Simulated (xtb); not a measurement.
xtb input (GFN1-xTB):

```bash
xtb mol.xyz --gfn 1 --sp --chrg -1 --uhf 0
```
mol.xyz:
```
4

O      1.15230197    -0.04300574     0.03429933
C     -0.04514173     0.30991463     0.00244234
O     -1.09223509    -0.36937562    -0.03754919
H     -0.20968472     1.43956304     0.01134476
```

Output:

```
           -------------------------------------------------
          |                Calculation Setup                |
           -------------------------------------------------

           -------------------------------------------------
          |                 G F N 1 - x T B                 |
           -------------------------------------------------

        Reference                      10.1021/acs.jctc.7b00118
      * Hamiltonian:
        H0-scaling (s, p, d)           1.850000    2.250000    2.000000
        zeta-weighting                 0.000000
      * Dispersion:
        s8                             2.400000
        a1                             0.630000
        a2                             5.000000
        s9                             0.000000
      * Repulsion:
        kExp                           1.500000
        rExp                           1.000000
      * Coulomb:
        alpha                          2.000000
        third order                    atomic
        anisotropic                    false
      * Halogen bond correction:
        rad-scale                      1.300000
        damping                        0.440000

          ...................................................
          :                      SETUP                      :
          :.................................................:
          :  # basis functions                  14          :
          :  # atomic orbitals                  14          :
          :  # shells                            8          :
          :  # electrons                        18          :
          :  # halogen bonds                     0          :
          :  max. iterations                   250          :
          :  Hamiltonian                  GFN1-xTB          :
          :  restarted?                      false          :
          :  GBSA solvation                  false          :
          :  PC potential                    false          :
          :  electronic temp.          300.0000000     K    :
          :  accuracy                    1.0000000          :
          :  -> integral cutoff          0.2500000E+02      :
          :  -> integral neglect         0.1000000E-07      :
          :  -> SCF convergence          0.1000000E-05 Eh   :
          :  -> wf. convergence          0.2000000E-04 e    :
          :  Broyden damping             0.4000000          :
          :  net charge                         -1          :
          :  unpaired electrons                  0          :
          ...................................................

 iter      E             dE          RMSdq      gap      omega  full diag
   1    -12.2418591 -0.122419E+02  0.871E+00    7.24       0.0  T
   2    -12.3543072 -0.112448E+00  0.476E+00    5.58       1.0  T
   3    -12.3558280 -0.152075E-02  0.241E+00    5.80       1.0  T
   4    -12.3562292 -0.401241E-03  0.197E-01    5.65       1.0  T
   5    -12.3563183 -0.891015E-04  0.108E-01    5.73       1.0  T
   6    -12.3563674 -0.490724E-04  0.609E-03    5.70       8.2  T
   7    -12.3563676 -0.156512E-06  0.112E-03    5.70      44.7  T
   8    -12.3563676 -0.469088E-08  0.178E-05    5.70    2805.4  T
   9    -12.3563676 -0.137312E-11  0.518E-08    5.70  100000.0  T

   *** convergence criteria satisfied after 9 iterations ***

         #    Occupation            Energy/Eh            Energy/eV
      -------------------------------------------------------------
         1        2.0000           -0.5066679             -13.7871
       ...           ...                  ...                  ...
         3        2.0000           -0.3776063             -10.2752
         4        2.0000           -0.3296855              -8.9712
         5        2.0000           -0.3198519              -8.7036
         6        2.0000           -0.2907034              -7.9104
         7        2.0000           -0.2137575              -5.8166
         8        2.0000           -0.2006947              -5.4612
         9        2.0000           -0.1729242              -4.7055 (HOMO)
        10                          0.0366506               0.9973 (LUMO)
        11                          0.1268020               3.4505
        12                          0.4711002              12.8193
        13                          0.6531709              17.7737
        14                          0.9446884              25.7063
      -------------------------------------------------------------
                  HL-Gap            0.2095748 Eh            5.7028 eV
             Fermi-level           -0.0681368 Eh           -1.8541 eV

 SCC (total)                   0 d,  0 h,  0 min,  0.002 sec
 SCC setup                      ...        0 min,  0.000 sec (  3.905%)
 Dispersion                     ...        0 min,  0.000 sec (  2.334%)
 classical contributions        ...        0 min,  0.000 sec (  1.075%)
 integral evaluation            ...        0 min,  0.000 sec ( 18.300%)
 iterations                     ...        0 min,  0.001 sec ( 45.011%)
 molecular gradient             ...        0 min,  0.001 sec ( 22.672%)
 printout                       ...        0 min,  0.000 sec (  6.347%)

         :::::::::::::::::::::::::::::::::::::::::::::::::::::
         ::                     SUMMARY                     ::
         :::::::::::::::::::::::::::::::::::::::::::::::::::::
         :: total energy             -12.287684074799 Eh    ::
         :: gradient norm              0.013207957997 Eh/a0 ::
         :: HOMO-LUMO gap              5.702819468705 eV    ::
         ::.................................................::
         :: SCC energy               -12.356367563098 Eh    ::
         :: -> electrostatic           0.264878911784 Eh    ::
         :: repulsion energy           0.069205996792 Eh    ::
         :: dispersion energy         -0.000522508494 Eh    ::
         :: halogen bond corr.         0.000000000000 Eh    ::
         :: add. restraining           0.000000000000 Eh    ::
         :: total charge              -1.000000000000 e     ::
         :::::::::::::::::::::::::::::::::::::::::::::::::::::

           -------------------------------------------------
          |                Property Printout                |
           -------------------------------------------------

    * Orbital Energies and Occupations

         #    Occupation            Energy/Eh            Energy/eV
      -------------------------------------------------------------
         1        2.0000           -0.5066679             -13.7871
         2        2.0000           -0.5025437             -13.6749
         3        2.0000           -0.3776063             -10.2752
         4        2.0000           -0.3296855              -8.9712
         5        2.0000           -0.3198519              -8.7036
         6        2.0000           -0.2907034              -7.9104
         7        2.0000           -0.2137575              -5.8166
         8        2.0000           -0.2006947              -5.4612
         9        2.0000           -0.1729242              -4.7055 (HOMO)
        10                          0.0366506               0.9973 (LUMO)
        11                          0.1268020               3.4505
        12                          0.4711002              12.8193
        13                          0.6531709              17.7737
        14                          0.9446884              25.7063
      -------------------------------------------------------------
                  HL-Gap            0.2095748 Eh            5.7028 eV
             Fermi-level           -0.0681368 Eh           -1.8541 eV

  Mulliken/CM5 charges         n(s)   n(p)   n(d)
     1O    -0.71716 -0.76268   1.748  4.969  0.000
     2C     0.55663  0.58095   0.943  2.500  0.000
Note: The following floating-point exceptions are signalling: IEEE_DENORMAL
normal termination of xtb
     3O    -0.71716 -0.76268   1.748  4.969  0.000
     4H    -0.12232 -0.05559   1.122  0.000  0.000

Wiberg/Mayer (AO) data.
largest (>0.10) Wiberg bond orders for each atom

 ---------------------------------------------------------------------------
     #   Z sym  total        # sym  WBO       # sym  WBO       # sym  WBO
 ---------------------------------------------------------------------------
     1   8 O    1.742 --     2 C    1.494     3 O    0.197
     2   6 C    3.898 --     1 O    1.494     3 O    1.494     4 H    0.909
     3   8 O    1.742 --     2 C    1.494     1 O    0.197
     4   1 H    1.009 --     2 C    0.909
 ---------------------------------------------------------------------------

Topologies differ in total number of bonds
Writing topology from bond orders to xtbtopo.mol

 dipole moment from electron density (au)
     X       Y       Z
  -0.1168   0.8018   0.0063  total (Debye):    2.059

           -------------------------------------------------
          | TOTAL ENERGY              -12.287684074799 Eh   |
          | GRADIENT NORM               0.013207957997 Eh/α |
          | HOMO-LUMO GAP               5.702819468705 eV   |
           -------------------------------------------------

------------------------------------------------------------------------
------------------------------------------------------------------------
 total:
 SCF:
```
